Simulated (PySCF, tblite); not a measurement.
Isomers of C7H13NSi, one GFN2-xTB conformer each. Single-point energies are computed at PBE0/pcSseg-1 (PySCF, gas phase, no added dispersion term), electronic only.

```json
{"SMILES": "C#C[C@](C)(N[SiH3])C1CC1", "GFN2-xTB relative energy (kcal/mol)": "8.7"}
{"SMILES": "[H]/N=C(\\CC#C[SiH3])CCC", "GFN2-xTB relative energy (kcal/mol)": "17.4"}
{"SMILES": "C#C[Si@]1(C)C[C@H](CN)C1", "GFN2-xTB relative energy (kcal/mol)": "45.1"}
{"SMILES": "C#C[C@](C)(CC=C)N[SiH3]", "GFN2-xTB relative energy (kcal/mol)": "12.8"}
{"SMILES": "CCC[Si@H]1C[C@@H](C#N)C1", "GFN2-xTB relative energy (kcal/mol)": "8.1"}
{"SMILES": "C#C[C@@H]1C[Si@@H](N)C[C@@H]1C", "GFN2-xTB relative energy (kcal/mol)": "0.0"}
```

Conformers: `[CH:1]#[C:2][C@:3]([CH3:4])([NH:5][SiH3:6])[CH:7]1[CH2:8][CH2:9]1` with C2–C3–N5–Si6 132°, C2–C3–C7–C8 89°; `[H]/[N:5]=[C:4](/[CH2:3][CH2:2][CH3:1])[CH2:6][C:7]#[C:8][SiH3:9]` with C1–C2–C3–C4 65°, C2–C3–C4–N5 -116°, C3–C4–C6–C7 -97°; `[CH:1]#[C:2][Si@:3]1([CH3:4])[CH2:5][C@H:6]([CH2:7][NH2:8])[CH2:9]1` with C5–C6–C7–N8 62°, C6–C7–N8–H 61° and 180°, C2–Si3–C5–C6 -99°, Si3–C5–C6–C7 104°, C5–C6–C9–Si3 13°, C2–Si3–C9–C6 100°; `[CH:1]#[C:2][C@:3]([CH3:4])([CH2:5][CH:6]=[CH2:7])[NH:8][SiH3:9]` with C2–C3–C5–C6 -62°, C3–C5–C6–C7 -106°, C2–C3–N8–Si9 -162°; `[CH3:1][CH2:2][CH2:3][Si@H:4]1[CH2:5][C@@H:6]([C:7]#[N:8])[CH2:9]1` with C1–C2–C3–Si4 -178°, C2–C3–Si4–C5 -168°, C3–Si4–C5–C6 126°, Si4–C5–C6–C7 -133°, C5–C6–C9–Si4 12°, C3–Si4–C9–C6 -125°; `[CH:1]#[C:2][C@@H:3]1[CH2:4][Si@@H:5]([NH2:6])[CH2:7][C@@H:8]1[CH3:9]` with C4–Si5–N6–H 162° and -63°, C2–C3–C4–Si5 -160°, C3–C4–Si5–N6 -102°, C4–Si5–C7–C8 17°, Si5–C7–C8–C9 82°.

Question: What does PBE0/pcSseg-1 give for the same structures?

Answer: 
```
                        SMILES  PBE0/pcSseg-1 E (Eh)  PBE0/pcSseg-1 (kcal/mol)  GFN2-xTB (kcal/mol)  point group
      CCC[Si@H]1C[C@@H](C#N)C1            -618.22047                       0.0                  8.1           C1
C#C[C@@H]1C[Si@@H](N)C[C@@H]1C            -618.21233                       5.1                  0.0           C1
      C#C[Si@]1(C)C[C@H](CN)C1            -618.17882                      26.1                 45.1           C1
       [H]/N=C(\CC#C[SiH3])CCC            -618.16348                      35.8                 17.4           C1
       C#C[C@](C)(CC=C)N[SiH3]            -618.14638                      46.5                 12.8           C1
      C#C[C@](C)(N[SiH3])C1CC1            -618.14354                      48.3                  8.7           C1
```

GFN2-xTB puts C#C[C@@H]1C[Si@@H](N)C[C@@H]1C lowest instead; measured from each level's own lowest isomer, the values differ by up to 39.6 kcal/mol (C#C[C@](C)(N[SiH3])C1CC1: 8.7 against 48.3). As drawn, the lowest has a four-membered ring, a C≡N group and an Si–C bond, which the highest lacks; the highest has a three-membered ring, a C≡C bond and an N–H bond, which the lowest lacks. Neighbours under 2.5 kcal/mol apart (C#C[C@](C)(CC=C)N[SiH3] and C#C[C@](C)(N[SiH3])C1CC1) can change places with a better method, another conformer or zero-point energy.

Question: Which frontier levels, dipoles and rotational constants go with these structures?

Answer: 
```tsv
SMILES	HOMO (eV, PBE0/pcSseg-1)	LUMO (eV)	dipole (D)	A, B, C (MHz)
CCC[Si@H]1C[C@@H](C#N)C1	-8.20	0.11	4.62	3089, 578.1, 547.2
C#C[C@@H]1C[Si@@H](N)C[C@@H]1C	-7.24	0.93	1.83	2503, 947.1, 791.4
C#C[Si@]1(C)C[C@H](CN)C1	-6.67	0.11	1.04	1935, 942.2, 748.3
[H]/N=C(\CC#C[SiH3])CCC	-7.21	-0.37	1.78	1956, 725.9, 614.9
C#C[C@](C)(CC=C)N[SiH3]	-6.89	0.19	0.73	1460, 1202, 839.1
C#C[C@](C)(N[SiH3])C1CC1	-6.92	0.68	0.57	1509, 1228, 879.6
```

Question: What happens when harmonic zero-point energies from GFN2-xTB frequencies are added?

Answer: 
```
                        SMILES  ZPE (kcal/mol)  electronic (kcal/mol)  with ZPE (kcal/mol)
      CCC[Si@H]1C[C@@H](C#N)C1           114.2                    0.0                  0.0
C#C[C@@H]1C[Si@@H](N)C[C@@H]1C           113.8                    5.1                  4.7
      C#C[Si@]1(C)C[C@H](CN)C1           114.4                   26.1                 26.3
       [H]/N=C(\CC#C[SiH3])CCC           110.0                   35.8                 31.6
       C#C[C@](C)(CC=C)N[SiH3]           108.7                   46.5                 41.0
      C#C[C@](C)(N[SiH3])C1CC1           109.4                   48.3                 43.5
```

The zero-point energies span 5.7 kcal/mol. The order is unchanged.

Question: As an exercise, what shares would exp(−E/RT) give at 2000 K from these electronic energies alone (no entropy, no degeneracies)?

Answer: RT = 3.974 kcal/mol: CCC[Si@H]1C[C@@H](C#N)C1 78.2 %, C#C[C@@H]1C[Si@@H](N)C[C@@H]1C 21.6 %, C#C[Si@]1(C)C[C@H](CN)C1 0.1 %, [H]/N=C(\CC#C[SiH3])CCC under 0.1 %, C#C[C@](C)(CC=C)N[SiH3] under 0.1 %, C#C[C@](C)(N[SiH3])C1CC1 under 0.1 %.
